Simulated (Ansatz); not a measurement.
Relaxation of tetramethylammonium benzoate, `C[N+](C)(C)C.O=C([O-])c1ccccc1` with RKS PBE-D4/def2-SVP.

```sh
$ ansatz run in.yaml --threads 4 --pin off --events-out ev --progress --plain --max-ram 6963MiB
```

```yaml
crystal:
  periodic: [false, false, false]
  atoms:
    - {symbol: C, position_ang: [-3.825670, 1.137280, -1.557910]}
    - {symbol: N, position_ang: [-2.513300, 0.737640, -1.029530]}
    - {symbol: C, position_ang: [-1.662310, 0.211570, -2.108870]}
    - {symbol: C, position_ang: [-2.668920, -0.319070, -0.016680]}
    - {symbol: C, position_ang: [-1.851230, 1.897620, -0.411420]}
    - {symbol: H, position_ang: [-4.320620, 0.289630, -2.030130]}
    - {symbol: H, position_ang: [-4.456720, 1.503520, -0.748850]}
    - {symbol: H, position_ang: [-3.705950, 1.928990, -2.296310]}
    - {symbol: H, position_ang: [-1.420820, 0.996240, -2.820740]}
    - {symbol: H, position_ang: [-0.743070, -0.180180, -1.643040]}
    - {symbol: H, position_ang: [-2.169640, -0.603300, -2.621230]}
    - {symbol: H, position_ang: [-3.166420, 0.072430, 0.867050]}
    - {symbol: H, position_ang: [-3.244140, -1.147660, -0.424050]}
    - {symbol: H, position_ang: [-1.661480, -0.678680, 0.242920]}
    - {symbol: H, position_ang: [-2.487940, 2.321280, 0.362050]}
    - {symbol: H, position_ang: [-1.647760, 2.658100, -1.161750]}
    - {symbol: H, position_ang: [-0.885930, 1.580240, 0.060600]}
    - {symbol: O, position_ang: [0.561330, 1.022700, 0.826330]}
    - {symbol: C, position_ang: [0.907510, -0.132240, 0.503500]}
    - {symbol: O, position_ang: [0.213360, -0.915750, -0.189380]}
    - {symbol: C, position_ang: [2.258680, -0.620270, 0.977030]}
    - {symbol: C, position_ang: [2.945560, 0.082990, 1.958280]}
    - {symbol: C, position_ang: [4.184960, -0.353470, 2.386790]}
    - {symbol: C, position_ang: [4.747940, -1.491790, 1.832540]}
    - {symbol: C, position_ang: [4.069190, -2.194220, 0.849900]}
    - {symbol: C, position_ang: [2.826170, -1.761870, 0.425710]}
    - {symbol: H, position_ang: [2.490280, 0.972380, 2.370030]}
    - {symbol: H, position_ang: [4.716700, 0.194710, 3.152660]}
    - {symbol: H, position_ang: [5.719440, -1.831500, 2.165220]}
    - {symbol: H, position_ang: [4.513980, -3.079150, 0.414870]}
    - {symbol: H, position_ang: [2.276800, -2.298160, -0.335570]}
basis:
  gaussian: {orbitals: def2-SVP}
hamiltonian: {xc: pbe, dispersion: d4}
scf: {lower_state_search: "off"}
output: {orbitals: {seedname: orbitals}}
relax: {f_tol: 0.03, max_steps: 70}
```

Hardware: 4 threads of Arm Neoverse V1 on a shared host. Wall time 73 s.

Positions (Å) and forces (eV/Å) at steps 1, 2, 3, 4, 5, 7, 8, 10, 12 of 14:

```xyz
31
step=1 energy=-17234.2725 eV
C    -3.826    1.137   -1.558   -0.409    0.091   -0.169
N    -2.513    0.738   -1.030   -0.327    0.153   -0.114
C    -1.662    0.212   -2.109    0.560   -0.247   -0.473
C    -2.669   -0.319   -0.017    0.047   -0.517    0.597
C    -1.851    1.898   -0.411    0.523    0.482    0.355
H    -4.321    0.290   -2.030   -0.188   -0.516   -0.236
H    -4.457    1.504   -0.749   -0.253    0.186    0.471
H    -3.706    1.929   -2.296    0.157    0.416   -0.368
H    -1.421    0.996   -2.821   -0.007    0.557   -0.381
H    -0.743   -0.180   -1.643    0.379   -0.185    0.327
H    -2.170   -0.603   -2.621   -0.407   -0.427   -0.231
H    -3.166    0.072    0.867   -0.362    0.343    0.418
H    -3.244   -1.148   -0.424   -0.373   -0.393   -0.346
H    -1.661   -0.679    0.243    0.534   -0.122    0.013
H    -2.488    2.321    0.362   -0.505    0.154    0.395
H    -1.648    2.658   -1.162   -0.009    0.370   -0.555
H    -0.886    1.580    0.061    0.329   -0.239    0.151
O     0.561    1.023    0.826    0.059    1.208    0.637
C     0.908   -0.132    0.503    0.411    0.101    0.250
O     0.213   -0.916   -0.189   -0.498   -1.294   -0.856
C     2.259   -0.620    0.977   -0.640    0.231   -0.241
C     2.946    0.083    1.958   -0.057    0.187    0.078
C     4.185   -0.353    2.387    0.148    0.114    0.217
C     4.748   -1.492    1.833    0.332   -0.116    0.104
C     4.069   -2.194    0.850    0.142   -0.214   -0.106
C     2.826   -1.762    0.426   -0.117   -0.152   -0.132
H     2.490    0.972    2.370   -0.346    0.583    0.201
H     4.717    0.195    3.153    0.359    0.355    0.517
H     5.719   -1.831    2.165    0.646   -0.224    0.223
H     4.514   -3.079    0.415    0.293   -0.588   -0.285
H     2.277   -2.298   -0.336   -0.423   -0.297   -0.459
31
step=2 energy=-17234.5301 eV
C    -3.872    1.148   -1.577   -0.265    0.080   -0.103
N    -2.547    0.750   -1.042   -0.191    0.062   -0.078
C    -1.684    0.226   -2.136    0.360   -0.174   -0.302
C    -2.701   -0.326   -0.023    0.043   -0.366    0.344
C    -1.878    1.919   -0.409    0.341    0.329    0.263
H    -4.358    0.283   -2.056   -0.030   -0.134   -0.053
H    -4.504    1.514   -0.754   -0.061    0.048    0.126
H    -3.740    1.951   -2.320    0.047    0.108   -0.093
H    -1.460    1.036   -2.847   -0.029    0.145   -0.084
H    -0.759   -0.171   -1.655    0.115   -0.046    0.102
H    -2.212   -0.592   -2.651   -0.124   -0.102   -0.059
H    -3.211    0.079    0.864   -0.100    0.100    0.090
H    -3.291   -1.150   -0.455   -0.109   -0.083   -0.099
H    -1.676   -0.686    0.220    0.157   -0.025    0.007
H    -2.543    2.331    0.366   -0.148    0.033    0.085
H    -1.690    2.684   -1.179   -0.027    0.088   -0.150
H    -0.904    1.587    0.067    0.035   -0.062    0.008
O     0.582    1.023    0.860    0.071    0.227    0.179
C     0.935   -0.138    0.514   -0.074    0.164    0.051
O     0.248   -0.937   -0.198   -0.116   -0.345   -0.262
C     2.293   -0.625    0.988   -0.220    0.062   -0.085
C     2.994    0.091    1.969    0.054    0.072    0.038
C     4.242   -0.357    2.411    0.037    0.048    0.030
C     4.808   -1.511    1.855    0.089   -0.041    0.036
C     4.116   -2.223    0.869    0.014   -0.063   -0.009
C     2.857   -1.788    0.446    0.020   -0.100   -0.027
H     2.538    1.004    2.366   -0.112    0.135    0.041
H     4.781    0.200    3.186    0.099    0.094    0.133
H     5.792   -1.857    2.194    0.170   -0.058    0.059
H     4.560   -3.127    0.434    0.076   -0.153   -0.074
H     2.284   -2.339   -0.308   -0.124   -0.045   -0.112
31
step=3 energy=-17234.5688 eV
C    -3.883    1.142   -1.581   -0.007   -0.017   -0.005
N    -2.545    0.750   -1.042   -0.024    0.002   -0.012
C    -1.663    0.238   -2.151    0.029    0.023   -0.089
C    -2.688   -0.347   -0.018   -0.036   -0.046    0.053
C    -1.884    1.938   -0.394    0.023    0.065    0.035
H    -4.355    0.266   -2.065    0.011    0.014    0.009
H    -4.519    1.498   -0.749    0.016   -0.011   -0.009
H    -3.751    1.953   -2.322    0.004   -0.015    0.013
H    -1.467    1.067   -2.858   -0.023   -0.012    0.017
H    -0.729   -0.147   -1.668   -0.016   -0.011    0.043
H    -2.194   -0.584   -2.667    0.001    0.015    0.013
H    -3.212    0.059    0.866   -0.001    0.004   -0.021
H    -3.277   -1.169   -0.468    0.009    0.022    0.000
H    -1.652   -0.695    0.222    0.014    0.009   -0.041
H    -2.572    2.332    0.380    0.008   -0.014   -0.025
H    -1.716    2.708   -1.171   -0.016   -0.019    0.007
H    -0.908    1.606    0.082   -0.017   -0.003   -0.004
O     0.574    1.028    0.885    0.018   -0.121    0.011
C     0.925   -0.130    0.516   -0.018    0.107   -0.040
O     0.250   -0.926   -0.223    0.039    0.022    0.033
C     2.286   -0.623    0.988    0.010   -0.021    0.012
C     3.006    0.105    1.955    0.037   -0.009    0.005
C     4.260   -0.346    2.396   -0.019   -0.019   -0.002
C     4.813   -1.523    1.860   -0.011    0.013   -0.016
C     4.103   -2.249    0.887   -0.005    0.026   -0.002
C     2.842   -1.804    0.460    0.020   -0.022    0.031
H     2.550    1.028    2.345    0.002   -0.012   -0.023
H     4.812    0.222    3.163   -0.006   -0.008   -0.026
H     5.801   -1.873    2.200   -0.022    0.005   -0.004
H     4.539   -3.167    0.460   -0.017    0.012    0.020
H     2.254   -2.357   -0.289   -0.005    0.018    0.016
31
step=4 energy=-17234.5700 eV
C    -3.887    1.137   -1.582    0.021    0.003    0.011
N    -2.548    0.752   -1.043   -0.011   -0.002   -0.005
C    -1.660    0.251   -2.156   -0.005    0.017    0.011
C    -2.686   -0.355   -0.026    0.005    0.005   -0.014
C    -1.892    1.941   -0.384   -0.012   -0.013   -0.003
H    -4.352    0.260   -2.071    0.007    0.018    0.008
H    -4.525    1.485   -0.748    0.005   -0.006   -0.017
H    -3.758    1.953   -2.317   -0.010   -0.012    0.010
H    -1.467    1.087   -2.854   -0.001   -0.021    0.017
H    -0.730   -0.137   -1.665   -0.001    0.001   -0.014
H    -2.190   -0.568   -2.678    0.013    0.015    0.006
H    -3.209    0.046    0.862    0.016   -0.013   -0.016
H    -3.276   -1.172   -0.483    0.009    0.014    0.010
H    -1.646   -0.701    0.201   -0.007   -0.001    0.009
H    -2.587    2.326    0.387    0.015   -0.007   -0.014
H    -1.728    2.714   -1.159   -0.001   -0.013    0.018
H    -0.917    1.608    0.093   -0.031    0.010   -0.012
O     0.572    1.024    0.899    0.043   -0.047   -0.096
C     0.936   -0.121    0.505   -0.134   -0.042    0.229
O     0.259   -0.920   -0.229    0.050    0.072   -0.071
C     2.291   -0.621    0.987    0.058    0.013   -0.058
C     3.018    0.112    1.946    0.018    0.014   -0.021
C     4.269   -0.342    2.389    0.011    0.008   -0.028
C     4.814   -1.526    1.862   -0.022   -0.005    0.010
C     4.097   -2.260    0.901   -0.016   -0.013    0.027
C     2.837   -1.813    0.473    0.008   -0.005    0.011
H     2.570    1.046    2.320    0.003   -0.026   -0.008
H     4.830    0.234    3.143   -0.015   -0.018   -0.014
H     5.800   -1.881    2.205   -0.017    0.009   -0.010
H     4.522   -3.190    0.489   -0.008    0.028    0.007
H     2.242   -2.369   -0.267    0.007    0.016    0.015
31
step=5 energy=-17234.5724 eV
C    -3.893    1.131   -1.571   -0.031   -0.004    0.007
N    -2.551    0.749   -1.040    0.020   -0.011    0.002
C    -1.662    0.274   -2.159    0.033   -0.010   -0.072
C    -2.678   -0.370   -0.039   -0.003   -0.034    0.030
C    -1.906    1.933   -0.366    0.013    0.038    0.016
H    -4.352    0.259   -2.073    0.004   -0.006   -0.003
H    -4.533    1.459   -0.732   -0.018    0.007    0.013
H    -3.773    1.959   -2.294    0.009   -0.001    0.002
H    -1.476    1.120   -2.846   -0.013    0.009    0.002
H    -0.725   -0.111   -1.676    0.023    0.000    0.010
H    -2.182   -0.543   -2.695   -0.008    0.007    0.013
H    -3.193    0.017    0.859   -0.010   -0.009    0.002
H    -3.268   -1.185   -0.498   -0.005    0.003   -0.007
H    -1.642   -0.721    0.186    0.028    0.035   -0.037
H    -2.603    2.304    0.409   -0.007    0.001    0.000
H    -1.745    2.716   -1.130   -0.003   -0.001    0.006
H    -0.929    1.605    0.107    0.004   -0.006   -0.020
O     0.577    1.030    0.889    0.016    0.035    0.011
C     0.958   -0.100    0.474   -0.047   -0.108   -0.002
O     0.315   -0.871   -0.318   -0.030    0.007    0.021
C     2.303   -0.612    0.971   -0.015    0.053    0.003
C     3.036    0.132    1.914    0.039   -0.006    0.019
C     4.278   -0.331    2.373   -0.013    0.033   -0.007
C     4.803   -1.539    1.883    0.009   -0.007    0.009
C     4.076   -2.286    0.941   -0.031   -0.007   -0.008
C     2.828   -1.827    0.493    0.028   -0.018   -0.010
H     2.595    1.077    2.265    0.012    0.007    0.003
H     4.846    0.253    3.114    0.004    0.013    0.010
H     5.781   -1.900    2.238   -0.007    0.001   -0.001
H     4.487   -3.233    0.557   -0.003   -0.015   -0.004
H     2.226   -2.387   -0.237    0.000   -0.008   -0.010
31
step=7 energy=-17234.5777 eV
C    -3.893    1.123   -1.570   -0.003   -0.005    0.002
N    -2.546    0.751   -1.042   -0.005    0.002   -0.005
C    -1.648    0.301   -2.168   -0.007    0.006   -0.007
C    -2.660   -0.385   -0.057    0.007   -0.003    0.001
C    -1.916    1.936   -0.353    0.000   -0.001    0.001
H    -4.339    0.251   -2.083    0.000    0.003    0.001
H    -4.539    1.433   -0.729    0.005   -0.004    0.002
H    -3.783    1.961   -2.283    0.004    0.002   -0.001
H    -1.473    1.159   -2.842   -0.004    0.001   -0.004
H    -0.710   -0.081   -1.691    0.007   -0.003    0.012
H    -2.161   -0.514   -2.712    0.004    0.003   -0.006
H    -3.183   -0.019    0.845    0.000   -0.001   -0.004
H    -3.240   -1.198   -0.533    0.004    0.000    0.002
H    -1.614   -0.721    0.156   -0.005   -0.001    0.000
H    -2.616    2.284    0.430   -0.003    0.001    0.004
H    -1.771    2.732   -1.107   -0.001    0.004    0.003
H    -0.932    1.613    0.111   -0.003   -0.004   -0.001
O     0.575    1.032    0.894   -0.002    0.021    0.008
C     0.942   -0.109    0.498   -0.007   -0.022   -0.013
O     0.285   -0.890   -0.274    0.005    0.011    0.012
C     2.295   -0.613    0.982    0.005   -0.003   -0.002
C     3.050    0.147    1.895   -0.003    0.002   -0.004
C     4.295   -0.315    2.344   -0.001   -0.003    0.003
C     4.800   -1.541    1.878    0.003    0.002   -0.005
C     4.053   -2.303    0.962   -0.001   -0.003    0.003
C     2.804   -1.841    0.521    0.003   -0.004    0.003
H     2.626    1.104    2.234   -0.002    0.005   -0.005
H     4.880    0.282    3.063   -0.001    0.001   -0.004
H     5.779   -1.904    2.228    0.000    0.000   -0.002
H     4.450   -3.262    0.594   -0.003   -0.003    0.003
H     2.188   -2.412   -0.190    0.002   -0.002    0.004
31
step=8 energy=-17234.5793 eV
C    -3.894    1.115   -1.568   -0.017   -0.003   -0.001
N    -2.544    0.751   -1.043   -0.001   -0.002   -0.007
C    -1.637    0.336   -2.175   -0.017    0.009   -0.004
C    -2.647   -0.407   -0.080    0.004    0.006    0.000
C    -1.933    1.931   -0.329   -0.005    0.003    0.005
H    -4.327    0.247   -2.099    0.001    0.009    0.002
H    -4.548    1.400   -0.722    0.013   -0.007   -0.008
H    -3.795    1.969   -2.264    0.004   -0.007    0.006
H    -1.471    1.210   -2.831   -0.006   -0.004    0.001
H    -0.696   -0.044   -1.704    0.012   -0.007    0.024
H    -2.137   -0.475   -2.737    0.000    0.008   -0.004
H    -3.176   -0.065    0.828    0.003    0.000   -0.011
H    -3.216   -1.217   -0.573    0.006    0.002    0.001
H    -1.595   -0.734    0.128   -0.016    0.003    0.000
H    -2.637    2.251    0.463    0.002   -0.004   -0.007
H    -1.802    2.746   -1.065   -0.003   -0.007    0.008
H    -0.944    1.614    0.125    0.010   -0.002    0.001
O     0.581    1.041    0.887   -0.004    0.054    0.020
C     0.945   -0.102    0.495   -0.007   -0.044   -0.033
O     0.285   -0.882   -0.276    0.016    0.005    0.010
C     2.295   -0.610    0.981    0.026   -0.025    0.001
C     3.072    0.170    1.861   -0.027   -0.008   -0.016
C     4.315   -0.297    2.311    0.026   -0.045   -0.006
C     4.795   -1.548    1.882   -0.023    0.022   -0.005
C     4.025   -2.330    1.002    0.027    0.010    0.018
C     2.781   -1.862    0.556   -0.022    0.035    0.010
H     2.666    1.144    2.174   -0.001   -0.018   -0.016
H     4.918    0.316    3.002   -0.009   -0.019   -0.017
H     5.771   -1.915    2.235    0.005    0.000    0.001
H     4.401   -3.309    0.664   -0.008    0.025    0.015
H     2.148   -2.445   -0.130    0.009    0.010    0.013
31
step=10 energy=-17234.5810 eV
C    -3.896    1.112   -1.571   -0.007    0.005   -0.002
N    -2.548    0.749   -1.042    0.002   -0.002    0.000
C    -1.623    0.374   -2.172    0.002   -0.008   -0.012
C    -2.648   -0.433   -0.110   -0.001    0.001    0.003
C    -1.956    1.916   -0.291   -0.008    0.007    0.012
H    -4.314    0.255   -2.131    0.005    0.005    0.003
H    -4.560    1.366   -0.724    0.001    0.001   -0.005
H    -3.798    1.986   -2.243   -0.001   -0.006    0.004
H    -1.454    1.267   -2.802   -0.002   -0.005    0.008
H    -0.685   -0.012   -1.698    0.001    0.000    0.006
H    -2.107   -0.425   -2.765   -0.001    0.011    0.006
H    -3.198   -0.121    0.797    0.000   -0.003   -0.009
H    -3.197   -1.240   -0.632    0.008    0.008    0.003
H    -1.596   -0.750    0.108   -0.012   -0.001   -0.001
H    -2.662    2.196    0.514    0.006   -0.007   -0.013
H    -1.844    2.758   -1.000   -0.003   -0.012    0.008
H    -0.956    1.606    0.145    0.006    0.005   -0.006
O     0.609    1.068    0.852    0.009   -0.014   -0.001
C     0.956   -0.088    0.482   -0.016    0.007   -0.024
O     0.284   -0.874   -0.272    0.012    0.004    0.015
C     2.301   -0.605    0.974    0.016   -0.014    0.008
C     3.103    0.195    1.812    0.001   -0.020   -0.007
C     4.342   -0.277    2.268    0.004   -0.034   -0.017
C     4.792   -1.555    1.889   -0.019    0.013   -0.003
C     3.996   -2.358    1.053    0.010    0.027    0.018
C     2.756   -1.884    0.599   -0.009    0.034    0.010
H     2.719    1.189    2.087   -0.003   -0.013   -0.010
H     4.965    0.354    2.924    0.000   -0.010   -0.005
H     5.765   -1.925    2.246   -0.002    0.002    0.001
H     4.347   -3.360    0.756    0.000    0.012    0.006
H     2.106   -2.484   -0.055    0.001    0.009    0.005
31
step=12 energy=-17234.5811 eV rejected
C    -3.893    1.116   -1.581    0.004   -0.002   -0.001
N    -2.551    0.746   -1.038   -0.003    0.006    0.010
C    -1.604    0.406   -2.162   -0.010   -0.005   -0.007
C    -2.662   -0.462   -0.140   -0.009    0.004   -0.001
C    -1.980    1.896   -0.246   -0.006    0.004   -0.005
H    -4.298    0.270   -2.166    0.003    0.008    0.007
H    -4.571    1.349   -0.739    0.005    0.001   -0.008
H    -3.787    2.005   -2.231   -0.003   -0.006    0.003
H    -1.419    1.320   -2.756    0.000   -0.014    0.014
H    -0.677    0.002   -1.679   -0.003    0.005   -0.004
H    -2.079   -0.369   -2.792    0.007    0.015    0.012
H    -3.247   -0.182    0.756    0.012   -0.004   -0.022
H    -3.181   -1.263   -0.700    0.013    0.018    0.011
H    -1.613   -0.770    0.102   -0.006   -0.004    0.000
H    -2.685    2.128    0.576    0.018   -0.008   -0.019
H    -1.895    2.768   -0.923   -0.004   -0.023    0.016
H    -0.962    1.598    0.162   -0.014    0.007   -0.003
O     0.646    1.101    0.796   -0.010   -0.115    0.000
C     0.965   -0.078    0.471    0.029    0.106   -0.093
O     0.275   -0.878   -0.252   -0.004    0.020    0.060
C     2.308   -0.598    0.966    0.017   -0.036    0.040
C     3.136    0.221    1.759   -0.020   -0.031   -0.018
C     4.372   -0.255    2.221    0.009   -0.050   -0.013
C     4.790   -1.559    1.894   -0.037    0.025   -0.015
C     3.968   -2.381    1.102    0.025    0.031    0.022
C     2.734   -1.902    0.641   -0.009    0.042    0.015
H     2.774    1.234    1.996    0.003   -0.023   -0.010
H     5.015    0.390    2.842   -0.006   -0.019   -0.014
H     5.760   -1.934    2.257    0.000    0.002    0.002
H     4.295   -3.402    0.845   -0.002    0.026    0.011
H     2.065   -2.517    0.019    0.002    0.021    0.012
```
